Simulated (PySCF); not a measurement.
## Orbital picture of CaCl

revPBE at R = 2.428 Å; basis Ca def2-SVP, Cl def2-SVP; no relativity; PySCF 2.14. State: ²Σ⁺ (doublet), unpaired electrons σ ↑. Only the outer orbitals are listed, counted within each symmetry.

```tsv
spin	orbital	occ.	ε (eV)	on Ca (%)	main shells (%)
α	3π	1	-27.80	100	100 Ca p
α	3π	1	-27.80	100	100 Ca p
α	8σ	1	-27.68	99	99 Ca p
α	9σ	1	-18.11	3	97 Cl s
α	10σ	1	-7.12	12	87 Cl p
α	4π	1	-6.56	9	91 Cl p
α	4π	1	-6.56	9	91 Cl p
α	11σ	1	-3.67	98	81 Ca s, 13 Ca p
α	1δ	0	-1.62	100	100 Ca d
α	1δ	0	-1.62	100	100 Ca d
α	5π	0	-1.60	99	57 Ca d, 42 Ca p
β	3π	1	-27.69	100	100 Ca p
β	3π	1	-27.69	100	100 Ca p
β	8σ	1	-27.54	99	99 Ca p
β	9σ	1	-18.09	3	97 Cl s
β	10σ	1	-7.08	11	88 Cl p
β	4π	1	-6.55	9	91 Cl p
β	4π	1	-6.55	9	91 Cl p
β	11σ	0	-2.84	99	85 Ca s
β	1δ	0	-1.21	100	100 Ca d
β	1δ	0	-1.21	100	100 Ca d
```

**Question.** Which are the highest filled and the lowest empty level, where do they sit, and how wide is the gap?

**Answer.** Highest filled α 11σ at -3.67 eV (in %: 81 Ca s, 13 Ca p); lowest empty β 11σ at -2.84 eV (in %: 85 Ca s); the gap at revPBE is 0.83 eV.

```json
{
  "bond order (Mayer)": "1.11",
  "⟨S²⟩": "0.750",
  "charge on Ca (Mulliken, basis-dependent)": "0.39",
  "charge on Ca (Löwdin, basis-dependent)": "0.10",
  "dipole moment (positive dipole means Ca(−)Cl(+))": "-3.90 D"
}
```

The state was picked by a PBE0 search and need not be the measured ground state.
